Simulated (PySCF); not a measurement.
Job for PySCF: D3(BJ) and D4 dispersion corrections on H2 (SMILES [H][H]).

```python
from pyscf import gto
from pyscf.dispersion import dftd3, dftd4

mol = gto.M(
    atom='''
    H    -0.00000000   -0.00000000    0.38043305
    H     0.00000000    0.00000000   -0.38043305
    ''',
    basis='def2-svp',
    charge=0, spin=0, verbose=0, max_memory=1800)
d3, d4 = {}, {}
for xc in ['hf', 'pbe', 'blyp', 'revpbe', 'tpss', 'r2scan', 'b3lyp', 'pbe0', 'bhlyp', 'camb3lyp', 'b2plyp']:
    d3[xc] = float(dftd3.DFTD3Dispersion(mol, xc=xc, version='d3bj', atm=False).get_dispersion()['energy'])
    print(f'D3(BJ) {xc:10s} {d3[xc]:14.8f} Eh')
for xc in ['hf', 'pbe', 'blyp', 'revpbe', 'tpss', 'r2scan', 'b3lyp', 'pbe0', 'bhlyp', 'camb3lyp', 'b2plyp']:
    d4[xc] = float(dftd4.DFTD4Dispersion(mol, xc={'camb3lyp': 'cam-b3lyp'}.get(xc, xc), atm=True).get_dispersion()['energy'])
    print(f'D4     {xc:10s} {d4[xc]:14.8f} Eh')
```

Program output:

```
D3(BJ) hf            -0.00118730 Eh
D3(BJ) pbe           -0.00009280 Eh
D3(BJ) blyp          -0.00017923 Eh
D3(BJ) revpbe        -0.00028053 Eh
D3(BJ) tpss          -0.00010632 Eh
D3(BJ) r2scan        -0.00002179 Eh
D3(BJ) b3lyp         -0.00014246 Eh
D3(BJ) pbe0          -0.00006975 Eh
D3(BJ) bhlyp         -0.00009895 Eh
D3(BJ) camb3lyp      -0.00005141 Eh
D3(BJ) b2plyp        -0.00005648 Eh
D4     hf            -0.00039194 Eh
D4     pbe           -0.00007451 Eh
D4     blyp          -0.00018073 Eh
D4     revpbe        -0.00039653 Eh
D4     tpss          -0.00010149 Eh
D4     r2scan        -0.00001850 Eh
D4     b3lyp         -0.00011628 Eh
D4     pbe0          -0.00005928 Eh
D4     bhlyp         -0.00006434 Eh
D4     camb3lyp      -0.00005584 Eh
D4     b2plyp        -0.00005085 Eh
```

The run finished.

Cost: about 0.03 core-seconds (a rough figure).
